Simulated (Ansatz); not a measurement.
Wavefunction ladder for BClFHS (`FB(S)Cl`)

Z-matrix (Å, degrees):
```
B
F 1 1.319
Cl 1 1.749 2 118.8
S 1 1.793 2 121.9 3 -180.0
H 4 1.344 1 95.1 2 -0.0
```

The species carries charge 0 and has multiplicity 1. Geometry: relaxed with PBE0-D4/def2-TZVP. It is one conformer, not always the lowest. Frozen core, restricted reference, the Gaussian-basis code of Ansatz. CBS rows extrapolate triple and quadruple zeta; past MP2 they add the triple-zeta difference.

```csv
basis,HF (Eh),MP2 corr.,CCSD corr.,(T),CCSD(T) total
def2-SVP,-981.50341,-0.52931,-0.56120,-0.01359,-982.07820
def2-TZVPP,-981.95048,-0.70732,-0.74170,-0.03001,-982.72219
def2-QZVPP,-981.97963,-0.77301,–,–,–
CBS(def2),-981.98365,-0.82166,-0.85604,as TZ,-982.86970
```
